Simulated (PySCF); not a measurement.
A structure optimised at B3LYP-D3(BJ)/def2-SVP, used in a PySCF frequency run:

```xyz
9

C     -1.3898    -1.1948     0.0000
C     -0.0982    -0.8665     0.0000
F      0.8587    -1.8282     0.0000
Si     0.5999     0.8777     0.0000
F     -0.6839     1.8813     0.0000
H     -2.1424    -0.4044     0.0000
H     -1.7140    -2.2394     0.0000
H      1.4066     1.1228    -1.2220
H      1.4066     1.1228     1.2220
```

Question: Write its SMILES, formula and point group.

Answer: C=C(F)[SiH2]F, C₂H₄F₂Si, Cs

Question: What are its rotational constants (standard atomic weights)?

Answer: 7.2251, 2.6565, 1.9883 GHz
